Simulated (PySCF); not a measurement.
Spinor energies of Ir⁺ (iridium, charge +1)

Start: [Xe] 4f14 5d7 6s1; 5d3/2 filled at m_j = -3/2, -1/2, +1/2, +3/2; 5d5/2 filled at m_j = +1/2, +3/2, +5/2; 6s1/2 filled at m_j = +1/2. Calculated with PySCF 2.14 in x2c-SVPall-2c with one added diffuse shell each of s, d type (8s9p10d2f, 99 functions): generalised Hartree-Fock with the X2C-1e Hamiltonian and a Gaussian nucleus; one run each with spin-orbit coupling (SO) switched off, then screened by Boettger's factors.

```json
{"spinor shell": "1s1/2", "electrons": "2", "ε, spin-free (eV)": "-76538.3", "ε, screened SO (eV)": "-76511.6", "weight of nominal j (screened SO)": "1.000", "rms radius, screened SO (bohr)": "0.0197"}
{"spinor shell": "2s1/2", "electrons": "2", "ε, spin-free (eV)": "-13544.3", "ε, screened SO (eV)": "-13535.8", "weight of nominal j (screened SO)": "1.000", "rms radius, screened SO (bohr)": "0.0796"}
{"spinor shell": "2p1/2", "electrons": "2", "ε, spin-free (eV)": "-11776.8", "ε, screened SO (eV)": "-12945.1", "weight of nominal j (screened SO)": "1.000", "rms radius, screened SO (bohr)": "0.0675"}
{"spinor shell": "2p3/2", "electrons": "4", "ε, spin-free (eV)": "-11776.8", "ε, screened SO (eV)": "-11311.5", "weight of nominal j (screened SO)": "1.000", "rms radius, screened SO (bohr)": "0.0752"}
{"spinor shell": "3s1/2", "electrons": "2", "ε, spin-free (eV)": "-3240.5", "ε, screened SO (eV)": "-3237.6", "weight of nominal j (screened SO)": "1.000", "rms radius, screened SO (bohr)": "0.203"}
{"spinor shell": "3p1/2", "electrons": "2", "ε, spin-free (eV)": "-2715.2", "ε, screened SO (eV)": "-2973.6", "weight of nominal j (screened SO)": "1.000", "rms radius, screened SO (bohr)": "0.195"}
{"spinor shell": "3p3/2", "electrons": "4", "ε, spin-free (eV)": "-2715.2", "ε, screened SO (eV)": "-2610.0", "weight of nominal j (screened SO)": "1.000", "rms radius, screened SO (bohr)": "0.210"}
{"spinor shell": "3d3/2", "electrons": "4", "ε, spin-free (eV)": "-2128.3", "ε, screened SO (eV)": "-2172.7", "weight of nominal j (screened SO)": "1.000", "rms radius, screened SO (bohr)": "0.186"}
{"spinor shell": "3d5/2", "electrons": "6", "ε, spin-free (eV)": "-2128.3", "ε, screened SO (eV)": "-2095.7", "weight of nominal j (screened SO)": "1.000", "rms radius, screened SO (bohr)": "0.189"}
{"spinor shell": "4s1/2", "electrons": "2", "ε, spin-free (eV)": "-732.97", "ε, screened SO (eV)": "-731.96", "weight of nominal j (screened SO)": "1.000", "rms radius, screened SO (bohr)": "0.450"}
{"spinor shell": "4p1/2", "electrons": "2", "ε, spin-free (eV)": "-557.60", "ε, screened SO (eV)": "-619.22", "weight of nominal j (screened SO)": "1.000", "rms radius, screened SO (bohr)": "0.456"}
{"spinor shell": "4p3/2", "electrons": "4", "ε, spin-free (eV)": "-557.60", "ε, screened SO (eV)": "-532.16", "weight of nominal j (screened SO)": "1.000", "rms radius, screened SO (bohr)": "0.489"}
{"spinor shell": "4d3/2", "electrons": "4", "ε, spin-free (eV)": "-337.57", "ε, screened SO (eV)": "-346.78", "weight of nominal j (screened SO)": "1.000", "rms radius, screened SO (bohr)": "0.508"}
{"spinor shell": "4d5/2", "electrons": "6", "ε, spin-free (eV)": "-337.57", "ε, screened SO (eV)": "-330.26", "weight of nominal j (screened SO)": "1.000", "rms radius, screened SO (bohr)": "0.519"}
{"spinor shell": "5s1/2", "electrons": "2", "ε, spin-free (eV)": "-123.74", "ε, screened SO (eV)": "-123.48", "weight of nominal j (screened SO)": "1.000", "rms radius, screened SO (bohr)": "1.05"}
{"spinor shell": "4f5/2", "electrons": "6", "ε, spin-free (eV)": "-90.828", "ε, screened SO (eV)": "-92.147", "weight of nominal j (screened SO)": "0.995", "rms radius, screened SO (bohr)": "0.586"}
{"spinor shell": "4f7/2", "electrons": "8", "ε, spin-free (eV)": "-90.828", "ε, screened SO (eV)": "-88.882", "weight of nominal j (screened SO)": "0.996", "rms radius, screened SO (bohr)": "0.587"}
{"spinor shell": "5p1/2", "electrons": "2", "ε, spin-free (eV)": "-75.489", "ε, screened SO (eV)": "-86.250", "weight of nominal j (screened SO)": "0.981", "rms radius, screened SO (bohr)": "1.19"}
{"spinor shell": "5p3/2", "electrons": "4", "ε, spin-free (eV)": "-75.489", "ε, screened SO (eV)": "-70.668", "weight of nominal j (screened SO)": "0.991", "rms radius, screened SO (bohr)": "1.23"}
{"spinor shell": "5d3/2", "electrons": "4", "ε, spin-free (eV)": "-21.485", "ε, screened SO (eV)": "-21.943", "weight of nominal j (screened SO)": "0.714", "rms radius, screened SO (bohr)": "1.77"}
{"spinor shell": "5d5/2", "electrons": "3", "ε, spin-free (eV)": "-21.485", "ε, screened SO (eV)": "-20.933", "weight of nominal j (screened SO)": "0.706", "rms radius, screened SO (bohr)": "1.81"}
{"spinor shell": "6s1/2", "electrons": "1", "ε, spin-free (eV)": "-16.699", "ε, screened SO (eV)": "-16.634", "weight of nominal j (screened SO)": "0.994", "rms radius, screened SO (bohr)": "2.94"}
```

```json
{"quantity": "E (hartree)", "spin-free": "-17813.10144", "screened SO": "-17837.63904"}
{"quantity": "M_J", "spin-free": "5", "screened SO": "5"}
{"quantity": "⟨J²⟩", "spin-free": "30.006", "screened SO": "30.009"}
{"quantity": "⟨L²⟩", "spin-free": "12.004", "screened SO": "12.843"}
{"quantity": "⟨S²⟩", "spin-free": "6.002", "screened SO": "5.771"}
```

Each row is a mean over spinors that exchange with the open shell spreads, by up to 7.388 eV (5p3/2).

Rows whose weight is well below 1 are mixtures of j = l ± 1/2: exchange outweighs spin-orbit coupling there, and the label is only the starting occupation.

Breit and QED terms are absent; they matter most for the inner s and p1/2 levels.

Densities and radii are taken from the X2C orbitals without a picture-change correction, which distorts them close to the nucleus.

Without spin-orbit coupling the j labels of p, d and f shells carry no meaning; the spin-free column gives the mean over the occupied spinors of each nl shell.
